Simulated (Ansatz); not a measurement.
Isomers of Li2Si2⁺ (doublet), relaxed with PBE0-D4/def2-TZVP; total energies from Ansatz at ωB97M-V/def2-TZVP.

| isomer | description | energy (Eh) |
| --- | --- | --- |
| A | point group C2v; 4 × Li–Si 2.69 Å; 1 × Si–Si 2.11 Å | -593.73851 |
| B | point group Cs; 3 × Li–Si 2.53 to 2.80 Å; 1 × Si–Si 2.17 Å | -593.73146 |

The isomers come from a short search, and lower ones may exist.

Problem. Work out the relative energies (1 Eh = 2625.5 kJ/mol) and the Boltzmann populations at 1200 K from electronic energies alone (R = 8.314 J/mol/K).

Solution. ΔE: A 0.0, B 18.5 kJ/mol. RT = 9.98 kJ/mol. Factors exp(−ΔE/RT): A 1, B 0.157; sum 1.157. Populations: A 86.4 %, B 13.6 %. Zero-point energy, vibrational entropy and symmetry numbers are left out and can shift these; an error of 4 kJ/mol changes a ratio by a factor of 1.5. Over the other density-functional and correlated levels in def2 sets, the gap between A and B ranges from 26 to 37 kJ/mol.
